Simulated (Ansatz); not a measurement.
Counterpoise correction, worked out

The pair of Ag⁺ (SMILES [Ag+], atom 1) and SiH$_{4}$O$_{4}$ (SMILES O[Si](O)(O)O, atoms 2–10), both closed shells, in one local arrangement (a lower one may exist), relaxed at PBE0-D4/def2-TZVP:

```
10
angstrom
Ag -0.3490 1.3789 -2.5527
O -0.8017 1.2741 -0.2275
Si 0.0254 -0.1002 0.1856
O 1.1221 0.3732 1.2590
O 0.5878 -0.4288 -1.3373
O -0.8694 -1.3714 0.5888
H -0.9232 1.9692 0.4253
H 1.6530 -0.2328 1.7786
H 0.7638 -1.3387 -1.5923
H -1.2087 -1.5234 1.4725
```

Computed with Ansatz 0.2.0 (basis: def2-TZVPPD); correlated methods freeze the cores. Filled d shells of the heavier atoms are correlated. Core potentials replace the inner electrons of the atoms past krypton.

MP2 total energies in eV:

| system | geometry | basis functions | energy |
| --- | --- | --- | --- |
| pair | pair | all | -20102.50451 |
| Ag⁺ | as in the pair | all (partner as ghosts) | -3986.49650 |
| SiH$_{4}$O$_{4}$ | as in the pair | all (partner as ghosts) | -16113.99833 |
| Ag⁺ | as in the pair | its own | -3986.39973 |
| SiH$_{4}$O$_{4}$ | as in the pair | its own | -16113.97932 |
| Ag⁺ | free (PBE0-D4 minimum) | its own | -3986.39973 |
| SiH$_{4}$O$_{4}$ | free (PBE0-D4 minimum) | its own | -16114.27371 |

Problem. Work out the interaction energy with and without the counterpoise correction, the superposition error, and the binding energy from the relaxed fragments.

Solution. Without correction: -20102.50451 − (-3986.39973) − (-16113.97932) = -2.12546 eV.
With correction (each fragment in the whole basis): -20102.50451 − (-3986.49650) − (-16113.99833) = -2.00968 eV = -46.34 kcal/mol.
The superposition error is the difference, 0.11578 eV, 5 % of the uncorrected value: each fragment borrows its partner's functions.
Deformation from the free shapes: 0.00000 eV for Ag⁺ and 0.29439 eV for SiH$_{4}$O$_{4}$.
Binding energy from relaxed fragments: -2.00968 + 0.00000 + 0.29439 = -1.71529 eV = -39.56 kcal/mol (electronic, without zero-point energy; negative means bound). The deformation is large: the pair is on the way to a chemical bond or a shared proton. For comparison, the corrected interaction energy by CCSD(T) at an estimated basis limit (MP2 extrapolated from triple and quadruple zeta, plus CCSD(T) − MP2 in triple zeta) is -2.123 eV.

The T1 diagnostic stays at or below 0.012.

For scale, one of the runs: CCSD(T)/def2-TZVPPD, 332 basis functions, launched by `ansatz run in.yaml --threads 2 --pin off --events-out ev --progress --plain --max-ram 32768MiB --backend cuda --devices 0, --max-vram 18GiB`. The run took 22 s on 2 CPU threads of an AMD EPYC 7R13 and a share of one NVIDIA H100 (shared host), with 0.86 GiB of host memory at its peak.
